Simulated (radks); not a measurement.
Spin polarisation of the 3p4 shell in the chlorine ion Cl+. Start: [Ne] 3s2 3p(up 2, down 2); electrons of 3p are moved from spin down to spin up, other shells keep equal spins. All-electron calculation, scalar-relativistic Kohn-Sham, r2SCAN, spin-polarised, spherical densities, finite nucleus; meta-GGA in the generalised Kohn-Sham scheme; Fermi nuclear charge, rms radius of each element as measured or else 0.836 A^(1/3) + 0.57 fm. Program: a radial shooting solver on a logarithmic mesh with Libxc functionals.

| moment (Bohr magnetons) | E - E(0) (eV) | e(3p up) (eV) | e(3p down) (eV) | 3s down minus up (eV) |
|---|---|---|---|---|
| 0 | 0.000 | -19.719 | -19.719 | 0.000 |
| 0.5 | -0.086 | -20.047 | -19.361 | 0.738 |
| 1 | -0.343 | -20.349 | -18.974 | 1.478 |
| 1.5 | -0.774 | -20.624 | -18.554 | 2.223 |
| 2 | -1.379 | -20.875 | -18.098 | 2.980 |

At moment 2 the spin-polarisation energy is -1.379 eV and the 3p exchange splitting 2.777 eV, that is 1.389 eV per Bohr magneton; E = -I m^2/4 would give I = 1.379 eV.
